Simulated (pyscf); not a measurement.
[HAl–PH₂]•, doublet

Gas-phase minimum from PySCF at ωB97X-D3(BJ)/def2-SVP, one conformer. Other isomers of [HAl–PH₂]• were not searched in full and may lie lower. 

```xyz
5

Al     0.9683     0.4721     0.7459
P      0.3548     0.5220    -1.5027
H      0.0284     1.3131     1.7378
H     -0.9530     0.0174    -1.2338
H      0.9145    -0.7386    -1.8530
```
Charge 0, spin multiplicity 2.

Bond lengths (Å): Al1–P2 2.331, Al1–H3 1.605, P2–H4 1.427, P2–H5 1.423. Bond angles (°): P2–Al1–H3 115.5, Al1–P2–H4 93.0, Al1–P2–H5 96.6, H4–P2–H5 95.4.

Properties at ωB97X-D3(BJ)/def2-SVP:

```
Quantity                                                                                                                                                              Value
---------------------------------------------------------------------------------------------------------------------  ----------------------------------------------------
Harmonic wavenumbers, unscaled                                                                                         236, 402, 436, 461, 693, 1105, 1862, 2432, 2460 cm⁻¹
Zero-point energy                                                                                                                                             14.4 kcal/mol
Rotational symmetry number                                                                                                                                                1
Entropy of this conformer at 298 K and 1 atm, rigid rotor and harmonic oscillator, modes under 100 cm⁻¹ raised to 100                                       278.9 J/(mol K)
Dipole moment                                                                                                                                                        1.15 D
Spin expectation value S2                                                                                                                                             0.753
```

Single-point totals, which compare only within one level (frozen core for MP2 and CC):

```tsv
level	total energy (hartree)
ωB97X-D3(BJ)/def2-TZVP	-585.59823
PBE/def2-TZVP	-585.25467
r²SCAN/def2-TZVP	-585.49980
B3LYP-D3(BJ)/def2-TZVP	-585.60731
PBE0-D3(BJ)/def2-TZVP	-585.31199
M06-2X/def2-TZVP	-585.50676
ωB97M-D3(BJ)/def2-TZVP	-585.63364
UHF/def2-TZVPP	-584.38751
MP2/def2-TZVPP	-584.60608
CCSD/def2-TZVPP	-584.64187
CCSD(T)/def2-TZVPP	-584.65231
```

The CCSD(T) − MP2 part came from Ansatz, without density fitting, on the same reference.
